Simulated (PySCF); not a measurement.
Job for PySCF: D3(BJ) and D4 dispersion corrections on NH3 (SMILES N).

```python
from pyscf import gto
from pyscf.dispersion import dftd3, dftd4

mol = gto.M(
    atom='''
    N    -0.31427800    0.02623652    0.01268526
    H    -1.18799914    0.43655034   -0.29924487
    H     0.43631362    0.58911489   -0.37307976
    H    -0.24708554   -0.89372789   -0.40943434
    ''',
    basis='def2-svp',
    charge=0, spin=0, verbose=0, max_memory=1800)
d3, d4 = {}, {}
for xc in ['hf', 'pbe', 'blyp', 'revpbe', 'tpss', 'r2scan', 'b3lyp', 'pbe0', 'bhlyp', 'camb3lyp', 'b2plyp']:
    d3[xc] = float(dftd3.DFTD3Dispersion(mol, xc=xc, version='d3bj', atm=False).get_dispersion()['energy'])
    print(f'D3(BJ) {xc:10s} {d3[xc]:14.8f} Eh')
for xc in ['hf', 'pbe', 'blyp', 'revpbe', 'tpss', 'r2scan', 'b3lyp', 'pbe0', 'bhlyp', 'camb3lyp', 'b2plyp']:
    d4[xc] = float(dftd4.DFTD4Dispersion(mol, xc={'camb3lyp': 'cam-b3lyp'}.get(xc, xc), atm=True).get_dispersion()['energy'])
    print(f'D4     {xc:10s} {d4[xc]:14.8f} Eh')
```

It printed:

```
D3(BJ) hf            -0.00933646 Eh
D3(BJ) pbe           -0.00076285 Eh
D3(BJ) blyp          -0.00152762 Eh
D3(BJ) revpbe        -0.00224850 Eh
D3(BJ) tpss          -0.00089332 Eh
D3(BJ) r2scan        -0.00018049 Eh
D3(BJ) b3lyp         -0.00121922 Eh
D3(BJ) pbe0          -0.00058856 Eh
D3(BJ) bhlyp         -0.00087088 Eh
D3(BJ) camb3lyp      -0.00045231 Eh
D3(BJ) b2plyp        -0.00049865 Eh
D4     hf            -0.00208465 Eh
D4     pbe           -0.00041849 Eh
D4     blyp          -0.00100959 Eh
D4     revpbe        -0.00200198 Eh
D4     tpss          -0.00057097 Eh
D4     r2scan        -0.00009979 Eh
D4     b3lyp         -0.00066428 Eh
D4     pbe0          -0.00033529 Eh
D4     bhlyp         -0.00039355 Eh
D4     camb3lyp      -0.00032091 Eh
D4     b2plyp        -0.00028612 Eh
```

The run finished.

Cost: about 0.13 core-seconds (a rough figure).
